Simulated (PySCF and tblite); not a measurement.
Values are calculated unless marked as measured or tabulated.
3-hydroxy-1-fluorobenzene, C₆H₅FO, numbered as in [OH:1][c:2]1[cH:3][cH:4][cH:5][c:6]([F:7])[cH:8]1.

Conformers came from 90 starts (ETKDG and KDG, MMFF94s, GFN2-xTB); geometries are PBE0-D3(BJ)/def2-SVP. Weights use CAM-B3LYP-D3(BJ)/def2-TZVP (IEF-PCM, chloroform) energies plus GFN2-xTB zero-point and thermal terms (modes under about 100 cm⁻¹ blended into free rotors). Symmetry numbers and mirror images are counted. Conformers within 3 kcal/mol (GFN2-xTB free energy) were kept, 8 at most. (PySCF 2.14, tblite 0.8.)

Rotational constants are equilibrium values for the commonest isotopes; dipoles come from the energy level named and are polarised by its solvent model.

Torsions listed: H1–O1–C2–C3.

```csv
conformer,shape,symmetry
1,0°,Cs
2,-179°,Cs
```

Question: Give the rotational constants and dipole components.

Answer: 
```json
{"conformer": "1", "A (MHz)": "3769", "B (MHz)": "1801", "C (MHz)": "1218", "abs μa (D)": "2.55", "abs μb (D)": "2.25", "abs μc (D)": "0.01", "κ": "-0.54", "Ic−Ia−Ib (u Å²)": "0.0"}
{"conformer": "2", "A (MHz)": "3762", "B (MHz)": "1801", "C (MHz)": "1218", "abs μa (D)": "0.81", "abs μb (D)": "0.68", "abs μc (D)": "0.02", "κ": "-0.54", "Ic−Ia−Ib (u Å²)": "0.0"}
```
